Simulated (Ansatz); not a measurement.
A nudged elastic band was laid between two geometries of CH₆NOSi (10 atoms, charge 1, multiplicity 1).

Theory: RKS PBE0-D4/6-31G* in Ansatz.

```yaml
movable_images: 5
climbing_image: yes
spring: 5.0 eV/Å²
optimiser: quadratic models (default)
start_path: IDPP
force_threshold: 0.03 eV/Å
iteration_limit: 60
end_points: relaxed
```

Initial state:

```xyz
10
Properties=species:S:1:pos:R:3
N -0.516 1.793 1.384
C 0.272 1.242 0.549
Si -0.248 -0.002 -0.757
O 0.621 -1.556 -0.185
H -1.495 1.504 1.286
H 1.328 1.530 0.598
H 0.347 0.042 -2.105
H -1.676 -0.369 -0.692
H 0.845 -2.281 -0.800
H 0.524 -1.903 0.722
```

Final state:

```xyz
10
Properties=species:S:1:pos:R:3
N 0.642 2.070 0.620
C -0.160 1.104 0.828
Si -0.703 -0.150 -0.464
O 0.585 -1.492 -0.224
H 0.978 2.135 -0.347
H -0.566 1.010 1.842
H -0.386 0.196 -1.861
H -1.962 -0.888 -0.246
H 0.637 -2.274 -0.807
H 0.937 -1.711 0.659
```

(1) What changes between the two ends?

(2) Give the energies along the band, and the barrier.

(3) What is the geometry of the highest image?

(4) What are the harmonic wavenumbers there?

## Answers

(1) No bond is made or broken. The dihedral H6–C2–Si3–O4 goes from 67 to -89°.

(2) The forces met the threshold. The highest image is number 3 of 0 to 6, 7.5 kJ/mol above the first end and 5.1 kJ/mol above the last; the last end lies 2.4 kJ/mol above the first. A vibrational analysis at the climbing image gives one clearly imaginary mode, 97i cm⁻¹: a first-order saddle point. Limits of this set-up: the dipole of an ion depends on the origin.

```csv
image,path coordinate (Å),energy (kJ/mol),dihedral H6–C2–Si3–O4 (°)
0,0.00,0.0,67
1,0.85,1.9,45
2,1.71,5.9,20
3,2.56,7.5,-4
4,3.63,6.1,-36
5,4.69,3.1,-69
6,5.75,2.4,-89
```

(3) 
```xyz
10
Properties=species:S:1:pos:R:3:forces:R:3
N -0.438 2.289 0.837 0.01 0.01 0.01
C 0.140 1.165 0.716 -0.01 -0.01 -0.01
Si -0.460 -0.228 -0.400 0.00 0.00 0.00
O 0.834 -1.568 -0.256 -0.01 0.01 0.00
H -1.282 2.412 0.267 0.00 -0.01 -0.01
H 1.046 1.003 1.312 0.00 0.00 0.00
H -0.402 0.012 -1.855 0.00 0.00 0.00
H -1.644 -0.986 0.049 0.00 0.00 0.00
H 1.502 -1.728 -0.950 0.00 -0.01 0.01
H 0.703 -2.371 0.282 0.00 0.00 -0.01
```

(4) 97i, 89, 119, 261, 322, 418, 542, 598, 707, 749, 847, 852, 935, 1164, 1194, 1401, 1686, 1694, 2337, 2368, 3121, 3452, 3696, 3786 cm⁻¹.

Time of the run: 6.8 min on 1 thread of Arm Neoverse V2, on a shared host, peak memory 0.25 GiB.
